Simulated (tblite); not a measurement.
Compound: C₃H₈N₂SSi.
Structure used (GFN2-xTB), in Å, numbered top down from 1:
```
atom  x, y, z in Å
C1    -2.264   -0.557   -0.650
N2    -0.951   -0.764   -0.076
Si3   -0.102    0.428    0.812
C4    -0.025    1.888   -0.354
N5     0.050    2.773   -1.077
S6     1.889   -0.298    1.147
C7     2.542   -0.286   -0.554
H8    -3.064   -0.714    0.079
H9    -2.330    0.466   -1.016
H10   -2.413   -1.238   -1.488
H11   -0.790   -1.733    0.161
H12   -0.579    0.906    2.105
H13    2.556    0.733   -0.928
H14    1.926   -0.916   -1.188
H15    3.551   -0.680   -0.502
```

Calculated harmonic vibrations of the isolated species, GFN2-xTB (tblite), most abundant isotopes, no scaling. Against measured fundamentals such values can be off by several per cent, at times by over 20. Modes of hydrogen on silicon can be 10 to 20 % off. One conformer, not necessarily the lowest.

Harmonic wavenumbers (cm⁻¹): 39.6, 74.2, 85.9, 104.0, 133.6, 135.8, 166.3, 212.4, 286.5, 337.6, 359.6, 496.1, 509.8, 613.3, 640.2, 680.2, 726.2, 829.2, 948.9, 962.8, 1066.1, 1108.5, 1152.0, 1322.5, 1347.7, 1424.0, 1452.0, 1455.8, 1487.1, 1496.1, 2284.0, 2356.8, 2936.3, 2997.5, 3032.6, 3034.1, 3039.2, 3058.9, 3422.0.

A = 2096, B = 1346, C = 1022 MHz; mass 132.018 u (most abundant isotopes); point group C1, symmetry number 1.

Task: What is the zero-point energy?

Result: ½Σν̃ = 23908 cm⁻¹ = 68.36 kcal/mol.

Task: What is S at 350 K and 1 bar for an ideal gas of classical rigid rotors and harmonic oscillators?

Result: Translation 41.37, rotation 29.58, vibration 38.94: S = 109.9 cal/(mol K).

Task: And Cp and H(350 K) − H(0)?

Result: Cp = 40.67 cal/(mol K), of which vibrations give 32.72 (their classical limit is 39 R = 77.5); H(350 K) − H(0) = 9.43 kcal/mol without the zero-point energy, 6.65 from vibrations.

Task: What must be added to the electronic energy to get the Gibbs energy at 350 K and 1 bar?

Result: ZPE + [H(350 K) − H(0)] − T·S = 68.36 + 9.43 − 38.46 = 39.33 kcal/mol.

Task: Blend soft modes into free rotors: weight 1/[1 + (100 cm⁻¹/ν̃)⁴] for the oscillator and the rest for a rotor with moment μB/(μ + B), μ = h/(8π²ν), B = 10⁻⁴⁴ kg m². What vibrational entropy results?

Result: 35.36 cal/(mol K) in place of 38.94, which changes −T·S at 350 K by +1.25 kcal/mol.

Hindered rotation and anharmonicity are outside this model. Other conformers, if any are populated, would add a mixing term that is left out. The structure is chiral; the term R ln 2 for an equal mix with its mirror image is left out.

Time: 0.51 s of wall time. Hardware: an Arm Neoverse V1 with one thread, on a shared host. This covers the Hessian and the dipole derivatives.
